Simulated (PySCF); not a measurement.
Compound: 1,1,1,2,2,3,3-heptafluoropropane, C3HF7.
Atom-mapped SMILES: `[F:1][CH:2]([F:3])[C:4]([F:5])([F:6])[C:7]([F:8])([F:9])[F:10]` (hydrogens: H11 on C2)

Method: PySCF 2.14.0, PBE0-D3(BJ)/def2-SVP geometry optimisation, gas phase; density fitting, grid level 2; the optimiser is geomeTRIC in internal coordinates, started from a GFN2-xTB structure.

Step 0: E = -22107.0254 eV
```
atom  x, y, z in Å  |  force x, y, z in eV/Å
F1     -1.2029    0.4720   -1.5425    0.198  -0.103  -0.026
C2     -0.3914    1.0994   -0.6804   -0.123  -0.123   0.103
F3     -1.1522    1.6495    0.2753    0.197  -0.041   0.101
C4      0.6060    0.0911   -0.0547    0.183   0.025  -0.009
F5      1.4092   -0.3856   -1.0263   -0.486   0.005   0.104
F6      1.3967    0.7453    0.8184   -0.474  -0.089  -0.069
C7     -0.0582   -1.1108    0.6789   -0.063  -0.366   0.212
F8     -0.8325   -0.6942    1.6743    0.161   0.189  -0.189
F9     -0.8025   -1.8296   -0.1536    0.165   0.250  -0.067
F10     0.8732   -1.9091    1.1895    0.069   0.251  -0.155
H11     0.1612    1.8921   -1.2099    0.173   0.003  -0.003
```

Step 1: E = -22106.9339 eV
```
atom  x, y, z in Å  |  force x, y, z in eV/Å
F1     -1.1668    0.5173   -1.6026   -0.167   0.168  -0.066
C2     -0.3976    1.1019   -0.6819    0.111  -0.519   0.309
F3     -1.1539    1.6826    0.2507   -0.159   0.128  -0.111
C4      0.5400    0.0747   -0.0473   -0.254   0.674  -0.446
F5      1.2975   -0.3246   -1.0818    0.205  -0.667   0.304
F6      1.2968    0.8128    0.7790    0.214  -0.532   0.448
C7     -0.0693   -1.1445    0.7036    1.192   0.146  -0.056
F8     -0.7950   -0.7306    1.7228   -0.269   0.029  -0.042
F9     -0.7903   -1.8790   -0.1183   -0.256   0.063  -0.025
F10     0.9261   -1.9008    1.1787   -0.213   0.180  -0.128
H11     0.3190    1.8102   -1.1340   -0.405   0.329  -0.189
```

Step 2: E = -22107.0449 eV
```
atom  x, y, z in Å  |  force x, y, z in eV/Å
F1     -1.1854    0.5092   -1.5880    0.020  -0.095  -0.019
C2     -0.4027    1.0942   -0.6775    0.271  -0.066   0.021
F3     -1.1710    1.6658    0.2525    0.020  -0.025   0.108
C4      0.5678    0.0755   -0.0476   -0.104   0.341  -0.233
F5      1.3390   -0.3847   -1.0479   -0.059  -0.084   0.171
F6      1.3379    0.7594    0.8148   -0.052  -0.160  -0.001
C7     -0.0555   -1.1222    0.6905    0.581  -0.055   0.063
F8     -0.7968   -0.6959    1.6958   -0.181  -0.007   0.078
F9     -0.7897   -1.8374   -0.1394   -0.179  -0.076  -0.045
F10     0.9182   -1.8933    1.1742   -0.183   0.113  -0.080
H11     0.2446    1.8495   -1.1584   -0.133   0.115  -0.064
```

**Question.** Estimate the geometry and energy of step 3. (The exact step hangs on the optimiser's Hessian estimate; all steps are aligned on step 2, rigid shifts and turns removed.)

**Answer.** E = -22107.0605 eV, largest force 0.158 eV/Å
```
atom  x, y, z in Å  |  force x, y, z in eV/Å
F1     -1.1730    0.4796   -1.5723   -0.033  -0.005  -0.063
C2     -0.3924    1.0938   -0.6780    0.096  -0.043   0.014
F3     -1.1568    1.6370    0.2737   -0.043   0.055   0.040
C4      0.5790    0.0842   -0.0533    0.064   0.075  -0.057
F5      1.3516   -0.3982   -1.0380    0.012  -0.013   0.007
F6      1.3499    0.7491    0.8194    0.014  -0.003   0.014
C7     -0.0536   -1.1097    0.6835    0.019  -0.126   0.093
F8     -0.8091   -0.6847    1.6832   -0.014   0.029   0.070
F9     -0.8001   -1.8203   -0.1452   -0.022  -0.055  -0.069
F10     0.9038   -1.8895    1.1719   -0.051   0.091  -0.055
H11     0.2070    1.8788   -1.1759   -0.042  -0.005   0.005
```

The energy changes by -0.0156 eV. The first-order estimate −F·Δx gives -0.0298 eV and the mean of the old and new forces, exact on a quadratic surface, -0.0151 eV. The step makes an angle of 68° with the force vector and moves no atom by more than 0.051 Å.

The cost below is that of the whole optimisation. Hardware: one thread of an Arm Neoverse V2, on a shared host. Cost: 48 s wall, 0.72 GiB resident at most.
